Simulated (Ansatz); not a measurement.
I$_{2}$, charge +1, doublet (typed; the unrestricted solution is spin-contaminated), at a GFN2-xTB geometry (a state made from the parent by changing its charge; the spin is typed, not shown lowest) (core potentials on I); B3LYP/def2-SVP run with Ansatz (an electronic-structure program).

The Ansatz input:
Ansatz 0.2 input:
```yaml
crystal:
  periodic: [false, false, false]
  atoms:
    - {symbol: I, position_ang: [-0.00000000, -0.00000000, -1.31100831]}
    - {symbol: I, position_ang: [0.00000000, 0.00000000, 1.31100831]}
basis:
  gaussian:
    orbitals: def2-SVP
    occupation: {up: {"Ag": 6, "Au": 1, "B1g": 2, "B1u": 5, "B2g": 3, "B2u": 2, "B3g": 3, "B3u": 3}, down: {"Ag": 6, "Au": 1, "B1g": 1, "B1u": 5, "B2g": 2, "B2u": 3, "B3g": 3, "B3u": 3}}
hamiltonian:
  xc: b3lyp
total_charge: 1
magnetization: {spin_polarized: true, initial_magnetization: 1}
```

Output, abridged:

```
Functional definition: B3LYP
670 factors; integrals over basis functions are off by at most 2.1e-4 eV
mean field evaluation 1: about -16179.6808 eV, gradient 7.0e0 eV
mean field evaluation 2: about -16179.9459 eV, gradient 1.6e-1 eV
mean field evaluation 4: about -16180.1086 eV, gradient 3.5e-4 eV
mean field -16180.10862588 eV, -594.6080247296 hartree, gradient 8.8e-6 eV, S^2 1.753090; 0 other end points of the search recorded, 0 dependent functions left out
reference -16180.10879789 eV, -594.6080310508 hartree; 25, 24 occupied and 27, 28 virtual orbitals, 670 factors
Total energy: -16180.10879789 eV, -594.6080310508 hartree
```
